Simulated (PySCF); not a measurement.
C (carbon, neutral): MN15 calculation

Configuration: [He] 2s1 2p2 3s1, high-spin 5P determinant (an excited configuration). Calculation: PySCF 2.14, in dyall-av3z (15s9p3d2f, 71 functions); the spin-free X2C one-electron Hamiltonian (Gaussian nucleus).

```json
{
 "Total energy": "-37.3904 hartree",
 "One-electron energy": "-48.6080 hartree",
 "Hartree (Coulomb) energy": "16.3238 hartree",
 "Exchange-correlation energy": "-5.1062 hartree",
 "⟨S²⟩": "6.0000",
 "⟨L²⟩": "2.002",
 "Sum of ⟨r⟩": "9.937 bohr",
 "Sum of ⟨r²⟩": "35.73 bohr²",
 "Traceless quadrupole moment −½Σ⟨3z² − r²⟩ along its main axis": "1.01 e·bohr²",
 "Langevin diamagnetic susceptibility": "-28.3 ×10⁻⁶ cm³/mol"
}
```

| shell | electrons | mean orbital energy (eV) | rms radius, mean of both spins (bohr) |
| --- | --- | --- | --- |
| 1s α | 1 | -287.27 | 0.316 |
| 1s β | 1 | -286.19 | 0.316 |
| 2s α | 1 | -23.957 | 1.60 |
| 2p α | 2 | -14.957 | 1.67 |
| 3s α | 1 | -2.277 | 5.23 |

The outer electron is Rydberg-like, and this basis confines it to a smaller radius and binds it less than a complete one would.
